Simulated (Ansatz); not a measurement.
`FCC(F)=C(F)F` and `CC(F)=C(F)F` differ in one atom or group.

Ansatz, PBE0-D4/def2-TZVP geometries, multiplicity 1. Each molecule was computed in one conformer, which needn't be the lowest.

```
                                        property  `FCC(F)=C(F)F`
         HOMO–LUMO gap (ωB97M-V/def2-TZVPP) / eV           12.08
size of the dipole moment (B3LYP/def2-TZVPP) / D            1.86
             HOMO energy (B3LYP/def2-TZVPP) / eV           -7.58
              LUMO energy (PBE0/def2-TZVPP) / eV           -0.14
  size of the dipole moment (PBE/def2-TZVPP) / D            1.73
              HOMO energy (PBE0/def2-TZVPP) / eV           -7.77
```

Q: Give the same properties after the change, and the shifts. (An estimate is asked.)

A: Computed: 
```csv
property,`CC(F)=C(F)F`,shift
HOMO–LUMO gap (ωB97M-V/def2-TZVPP) / eV,12.14,0.06
size of the dipole moment (B3LYP/def2-TZVPP) / D,1.88,0.02
HOMO energy (B3LYP/def2-TZVPP) / eV,-6.94,0.64
LUMO energy (PBE0/def2-TZVPP) / eV,0.89,1.03
size of the dipole moment (PBE/def2-TZVPP) / D,1.73,0.00
HOMO energy (PBE0/def2-TZVPP) / eV,-7.12,0.65
```

With PBE0 the HOMO rises by 0.65 eV and the LUMO rises by 1.03 eV, so the gap widens by about 0.38 eV. PBE moves the HOMO by 0.63 eV and ωB97M-V by 0.65 eV. Dipoles are sizes alone; their direction can turn.

B3LYP here is the variant with VWN-RPA as its local correlation; programs differ in this.
